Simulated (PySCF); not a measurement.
B(H)2(SH) (BH3S), SMILES BS. Geometry: ωB97X-D3(BJ)/def2-TZVP.

TDA-LC-ωPBE/def2-TZVPD (PySCF) puts the lowest singlet excitations at 6.36, 6.74, 6.97, 7.25, 8.32, 8.50 eV.

Q: What are the lowest excitation roots from ADC(2)/aug-cc-pVDZ (PySCF)? (Estimate from the structure and the level; the computed values follow.)

A: 6.29, 6.51, 7.01, 7.35, 8.19, 8.20 eV. S1 differs by -0.06 eV (second minus first; roots are paired by order, and the bases may differ).
